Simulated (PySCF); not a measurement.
## HBr: one state, many levels of theory

State: ¹Σ⁺ (singlet), closed shell. Set-up: H def2-TZVPP, Br def2-TZVPP; no relativity (PySCF 2.14). De refers to H + Br in their high-spin ground configurations, without counterpoise correction. A positive dipole means H(−)Br(+).

```
      Level  Re (Å)  ωe (cm⁻¹)  De (eV)  μ (D)  CPU s a point (SCF and correlation, without the integrals)
        RHF   1.407       2794     2.82  -0.99                                                        0.12
    RHF-MP2   1.409       2742     3.99    n/a                                                        0.21
RHF-SCS-MP2   1.411       2722     3.98    n/a                                                         n/a
   RHF-CCSD   1.413       2693     3.95    n/a                                                         n/a
RHF-CCSD(T)   1.415       2675     4.00    n/a                                                         3.3
        PBE   1.432       2574     4.03  -0.89                                                        0.74
       PW91   1.431       2576     4.05  -0.89                                                        0.55
       BLYP   1.436       2533     3.97  -0.87                                                        0.54
       BP86   1.433       2564     4.16  -0.90                                                        0.55
     r²SCAN   1.420       2649     4.05  -0.95                                                         1.1
       PBE0   1.420       2669     3.97  -0.93                                                           2
      ωB97X   1.416       2716     3.96  -0.94                                                           1
     B2PLYP   1.417       2671     3.98  -0.95                                                        0.83
```

**Question.** What are the measured Re and ωe, and which levels come closest?

**Answer.** Re = 1.414435 Å and ωe = 2648.975 cm⁻¹ (Huber and Herzberg, Constants of Diatomic Molecules (1979)). Closest are RHF-CCSD(T) for the length (off by 0.001 Å) and r²SCAN for the frequency (off by 0.0 %).

```json
{"Level": "RHF", "error in Re (pm)": "-0.7", "error in ωe (%)": "5.5"}
{"Level": "RHF-MP2", "error in Re (pm)": "-0.6", "error in ωe (%)": "3.5"}
{"Level": "RHF-SCS-MP2", "error in Re (pm)": "-0.4", "error in ωe (%)": "2.8"}
{"Level": "RHF-CCSD", "error in Re (pm)": "-0.1", "error in ωe (%)": "1.7"}
{"Level": "RHF-CCSD(T)", "error in Re (pm)": "0.1", "error in ωe (%)": "1.0"}
{"Level": "PBE", "error in Re (pm)": "1.8", "error in ωe (%)": "-2.8"}
{"Level": "PW91", "error in Re (pm)": "1.6", "error in ωe (%)": "-2.7"}
{"Level": "BLYP", "error in Re (pm)": "2.1", "error in ωe (%)": "-4.4"}
{"Level": "BP86", "error in Re (pm)": "1.8", "error in ωe (%)": "-3.2"}
{"Level": "r²SCAN", "error in Re (pm)": "0.6", "error in ωe (%)": "0.0"}
{"Level": "PBE0", "error in Re (pm)": "0.6", "error in ωe (%)": "0.7"}
{"Level": "ωB97X", "error in Re (pm)": "0.1", "error in ωe (%)": "2.5"}
{"Level": "B2PLYP", "error in Re (pm)": "0.3", "error in ωe (%)": "0.8"}
```

Correlated steps freeze 9 core orbitals. Where the molecule has an RHF reference, its open-shell atoms are computed with UHF. B2PLYP dipoles, levels and charges come from its SCF part alone.

The whole job (state search and all levels along the bond) took about 2.5 min on 1 thread of Arm Neoverse V1 (shared host), peak memory 0.86 GiB.
